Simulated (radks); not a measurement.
Task: Neutral ytterbium: order these configurations by energy. All-electron calculation, scalar-relativistic Kohn-Sham, BLYP, spin-polarised, spherical densities, finite nucleus; Fermi nuclear charge, rms radius of each element as measured or else 0.836 A^(1/3) + 0.57 fm. Program: a radial shooting solver on a logarithmic mesh with Libxc functionals. Open shells are filled with parallel spins first. [Xe] 4f13 5d1 6s2; [Xe] 4f13 6s2 6p1; [Xe] 4f14 5d1 6s1; [Xe] 4f14 6s1 6p1; [Xe] 4f14 6s2.

Result: From the lowest, in eV above it: [Xe] 4f14 6s2 0.000; [Xe] 4f14 6s1 6p1 2.644; [Xe] 4f14 5d1 6s1 2.945; [Xe] 4f13 5d1 6s2 4.588; [Xe] 4f13 6s2 6p1 5.750.
